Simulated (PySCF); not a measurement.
InI₂, SMILES [I][In+][I], charge +1. Geometry: PBE-D3(BJ)/def2-SVP. The multiplicity is an assumed one; other spin states were not compared. The isomer is the one that the SMILES or the coordinates give; other isomers of the formula were not compared. The def2 effective core potentials stand for the cores of I, In; spin–orbit coupling is left out.

Computed equilibrium geometry at PBE-D3(BJ)/def2-SVP (PySCF confirms it by a frequency run) as Cartesian coordinates in Å, and its point group:
point group D∞h.
```xyz
3

In     0.0000     0.0000     0.0000
I      0.0000     0.0000    -2.5912
I      0.0000     0.0000     2.5912
```
Charge +1, spin multiplicity 1.
